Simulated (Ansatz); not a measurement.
Cartesian coordinates (Å):
```xyz
8

C     -0.9188    -0.2797     0.0275
N      0.1324     0.7231     0.2250
C      1.3654     0.4239    -0.1789
N      2.4236     0.1722    -0.5861
H     -0.7708    -1.1714     0.6445
H     -0.9285    -0.5712    -1.0218
H     -1.8770     0.1775     0.2704
H      0.0945     1.2250     1.1014
```
Charge 0, multiplicity 1.

Calculation: Ansatz (an electronic-structure program) with frozen-core CCSD(T)/cc-pVTZ // r2SCAN-D4/def2-TZVP.

```
Quantity                        Value
----------------------  -------------
HF energy               -187.00605 Ha
MP2 correlation energy    -0.72199 Ha
```

Task: Estimate the CCSD correlation energy, the (T) correction, the total energy and the T1 diagnostic.

Result: 
The CCSD correlation energy is -0.73907 Ha, the (T) correction comes out as -0.03415 Ha and the CCSD(T) total energy is -187.77927 Ha. The T1 diagnostic is 0.013.
